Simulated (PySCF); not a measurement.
## Working with the constants of SiBr⁺

RHF-CCSD(T) constants of SiBr⁺, ¹Σ⁺ (singlet), closed shell (PySCF, no relativity, basis sets Si def2-TZVPPD, Br def2-TZVPPD; masses 27.9769 and 78.9183 u):

```
ωe              : 535.5 cm⁻¹
ωexe            : 1.54 cm⁻¹
Be              : 0.1831 cm⁻¹
αe              : 0.000772 cm⁻¹
D (centrifugal) : 8.56e-08 cm⁻¹
De to Si⁺ + Br  : 4.62 eV
```

Question: Give the vibrational terms G(v) and spacings up to v = 6.

Answer: G(v) = ωe(v+½) − ωexe(v+½)².

```
v  G(v) (cm⁻¹)  G(v) − G(v−1)  Bv (cm⁻¹)
0        267.4                    0.1827
1        799.8          532.4     0.1819
2       1329.1          529.3     0.1812
3       1855.4          526.3     0.1804
4       2378.6          523.2     0.1796
5       2898.7          520.1     0.1789
6       3415.7          517.0     0.1781
```

Question: How well does the Morse estimate ωe²/(4ωexe) reproduce De, and what is D0?

Answer: It gives 5.77 eV, 125 % of the computed De. D0 = De − G(0) = 4.62 − 0.03 = 4.59 eV.

Correlated steps freeze 14 core orbitals. For an ion De counts to the pair picked by the measured ionisation energies or electron affinities, which need not be the lowest pair at this level. Where the molecule has an RHF reference, its open-shell atoms are computed with UHF.
